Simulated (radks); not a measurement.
Problem. The mean radii <r> (bohr) of the occupied orbitals of an atom or ion are listed with their occupations. Method: non-relativistic Kohn-Sham, LDA (Slater exchange, Perdew-Wang correlation), spin-unpolarised, spherical densities, point nucleus; computed with a radial shooting solver on a logarithmic mesh with Libxc functionals.

orbital  occ.      <r>
1s          2  0.01824
2s          2  0.07661
2p          6  0.06468
3s          2   0.1898
3p          6   0.1802
3d         10   0.1566
4s          2   0.3738
4p          6   0.3694
4d          2   0.3561

Name the element and its charge.

Solution. Z = 83, bismuth, charge +45: Bi45+ in [Kr] 4d2. The 1s radius gives Z: for a bare nucleus <r> = 1.5/Z, 0.01807 bohr for Z = 83, and screening makes it slightly larger (0.01824 here). The occupations add up to 38, and the charge is Z minus that.
